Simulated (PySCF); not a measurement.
Structure problem from calculated spectra and properties.

Formula: C4H15NOSi3.

| Item | Value |
| --- | --- |
| NMR, other nuclei | isotropic shieldings of nuclei other than C and H, by class: 118 (1 N), -150 (1 O), 385 (1 Si), 403 (2 Si) ppm [GIAO B3LYP/pcSseg-1] |
| Dipole | 4.04 D [PBE0/def2-SVPD] |
| 13C NMR | chemical shifts (computed TMS as zero) by class: 183.7 (1 C), 38.1 (1 C), 30.5 (1 C), -25.5 (1 C) ppm [GIAO B3LYP/pcSseg-1] |
| Rotational structure | rotational constants A, B, C: 1.856, 0.511, 0.423 GHz [PBE0-D3(BJ)/def2-SVP] |
| UV, strongest line | among the 10 lowest singlet transitions: S2 at 6.15 eV (201 nm, f = 0.206) [TDDFT PBE0/def2-SVPD] |
| UV, first state | lowest singlet excitation: 4.93 eV (252 nm, f = 0.002) [TDDFT PBE0/def2-SVPD] |
| Valence photoelectron | vertical ionisation energy: 8.87 eV [ΔSCF PBE0/def2-SVPD] |
| Triplet | lowest triplet excitation (Tamm–Dancoff): 4.29 eV [TDA PBE0/def2-SVPD] |
| 1H NMR | chemical shifts (computed TMS as zero) by class: 4.50 (2 H), 3.94 (6 H), 2.96 (3 H), 2.84 (3 H), -0.69 (1 H) ppm [GIAO B3LYP/pcSseg-1] |

The electronic properties come from PySCF, for the isolated species, density fitting. Levels stand in brackets. Isolated species at its PBE0-D3(BJ)/def2-SVP geometry (one conformer only). NMR classes are plain means over equivalent atoms (diastereotopic ones count apart unless rotation or inversion swaps them), as if these changed places fast.

Question: Propose a structure and show how it fits.

Answer: Numbering: `[CH3:1][N:2]([CH3:3])[C:4](=[O:5])[SiH2:6][CH:7]([SiH3:8])[SiH3:9]`. Its formula, C4H15NOSi3, gives 1 degree of unsaturation: 0 rings and 1 π bond in the structure found. 4 carbons fall into 4 classes; from least to most shielded: carbonyl carbon [C4] (183.7 ppm), N-methyl carbon [C1] (38.1 ppm), N-methyl carbon [C3] (30.5 ppm), sp3 carbon bound to silicon [C7] (-25.5 ppm). Hydrogen classes from least to most shielded: 2 H on an SiH2 silicon, Si6 (4.50 ppm), 6 H on 2 SiH3 silicons, Si8/Si9 (3.94 ppm, a mean of values up to 0.9 ppm apart in this geometry), 3 H on an N-methyl carbon, C3 (2.96 ppm, a mean of values up to 2.8 ppm apart in this geometry), 3 H on an N-methyl carbon, C1 (2.84 ppm), 1 H on an sp3 carbon bound to silicon, C7 (-0.69 ppm). The other shieldings belong to: 118 ppm, nitrogen bound to a carbonyl carbon [N2]; -150 ppm, carbonyl oxygen [O5]; 385 ppm, SiH2 silicon [Si6]; 403 ppm, SiH3 silicon [Si8/Si9]. S1 is mainly HOMO→LUMO (weight 0.97); the largest Löwdin shares of the orbital it empties are 0.54 on the carbonyl oxygen, 0.14 on the carbonyl carbon, 0.11 on the SiH2 silicon and 0.06 on the nitrogen bound to a carbonyl carbon, of the orbital it fills 0.31 on the carbonyl carbon, 0.23 on the carbonyl oxygen, 0.16 on the SiH2 silicon and 0.13 on the nitrogen bound to a carbonyl carbon. The optimised geometry has point group C1 and is an asymmetric top. Structure: `[SiH3]C([SiH3])[SiH2]C(N(C)C)=O`. The assignments are read from this structure; whether some other isomer fits the data as well wasn't checked.

The values belong to the conformer `[CH3:1][N:2]([CH3:3])[C:4](=[O:5])[SiH2:6][CH:7]([SiH3:8])[SiH3:9]`: C1–N2–C4–O5 -179°, N2–C4–Si6–C7 174°, C4–Si6–C7–Si8 53°.
